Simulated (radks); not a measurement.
The numbers below are computed, except where a source is named.
Problem. Species: Cr2+. Configuration: [Ar] 3d3 4p1 (not the ground configuration). Level of theory: non-relativistic Kohn-Sham, PBE, spin-polarised, spherical densities, point nucleus; open shells are filled with parallel spins first (a radial shooting solver on a logarithmic mesh with Libxc functionals). Some entries of the table are withheld. Estimate them.

| orbital | occ. | eigenvalue (hartree) | r(max) (bohr) |
|---|---|---|---|
| 1s up | 1 | -215.4703 | 0.04224 |
| 1s down | 1 | -215.4694 | 0.04224 |
| 2s up | 1 | -25.31310 | 0.2462 |
| 2s down | 1 | -25.26190 | 0.2460 |
| 2p up | 3 | -21.67109 | 0.1989 |
| 2p down | 3 | -21.63165 | 0.1988 |
| 3s up | 1 | -3.78199 | 0.7793 |
| 3s down | 1 | -3.65154 | 0.7801 |
| 3p up | 3 | -2.76047 | (1) |
| 3p down | 3 | -2.63158 | (2) |
| 3d up | 3 | -1.14287 | (3) |
| 3d down | 0 | -1.01810 | (4) |
| 4p up | 1 | -0.60092 | 2.616 |

Solution. 
(1) 3p up r(max) (bohr): 0.7933
(2) 3p down r(max) (bohr): 0.7944
(3) 3d up r(max) (bohr): 0.7910
(4) 3d down r(max) (bohr): 0.7968
